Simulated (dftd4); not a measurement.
C₅H₄N, doublet, geometry from GFN2-xTB; dftd4 4.2.0 with D4 for hf.

dftd4 was given this input:
```
$ dftd4 mol.xyz --func hf --charge 0 --json dftd4.json --noedisp --grad

# file mol.xyz
10

N     -0.00964627     0.06176618     1.39312429
C      0.01052145     0.05563648    -1.32151880
C      0.00843127     1.16003225     0.73652206
C     -0.01902078    -1.10785450     0.76767008
C     -0.00911288    -1.14219824    -0.61640106
C      0.01996666     1.26655828    -0.63906399
H      0.01851369     0.04961327    -2.40308632
H     -0.03428343    -2.00036717     1.37795163
H     -0.01659046    -2.08816683    -1.13625412
H      0.03516978     2.21351181    -1.15373102
```

The log (banner, timings and long lists left out):

```
                    ____  _____ _____     ____  _  _
      -------------|  _ \|  ___|_   _|---|  _ \| || |------------
     |             | | | | |_    | | ___ | | | | || |_           |
     |             | |_| |  _|   | ||___|| |_| |__   _|          |
     |             |____/|_|     |_|     |____/   |_|            |
     |             ===================================           |
     |            E. Caldeweyher, S. Ehlert & S. Grimme          |
     |          Mulliken Center for Theoretical Chemistry        |
     |                    University of Bonn                     |
      -----------------------------------------------------------

Rational (Becke-Johnson) damping: hf-D4-ATM
---------------------
  s6         1.0000
  s8         1.6168
  s9         1.0000
  a1         0.4496
  a2         3.3574
 alp        16.0000
--------------------

Dispersion energy:      -3.6053271054200E-02 Eh

Gradient norm:           3.9313089144074E-03 Eh/a0
--------------------------------------------------
     #    Z           dE/dx      dE/dy      dE/dz
--------------------------------------------------
     1    7 N    -1.219E-05  1.285E-04  1.842E-03
     2    6 C     1.243E-05  9.208E-05 -1.519E-03
     3    6 C     7.693E-06  1.132E-03  7.909E-04
     4    6 C    -1.959E-05 -1.090E-03  8.723E-04
     5    6 C    -1.066E-05 -1.325E-03 -7.039E-04
     6    6 C     2.226E-05  1.449E-03 -6.533E-04
     7    1 H     3.981E-06  1.699E-06 -5.312E-04
     8    1 H    -7.099E-06 -3.831E-04  3.353E-04
     9    1 H    -3.840E-06 -4.800E-04 -2.577E-04
    10    1 H     7.009E-06  4.753E-04 -1.750E-04
--------------------------------------------------

Virial:
--------------------------------------------------
      component           x          y          z
--------------------------------------------------
          x       3.505E-06  2.057E-04 -1.389E-04
          y       2.057E-04  1.645E-02 -1.114E-03
          z      -1.389E-04 -1.114E-03  1.684E-02
--------------------------------------------------

[Info] Dispersion results written to 'dftd4.txt'
[Info] JSON dump of results written to 'dftd4.json'
```
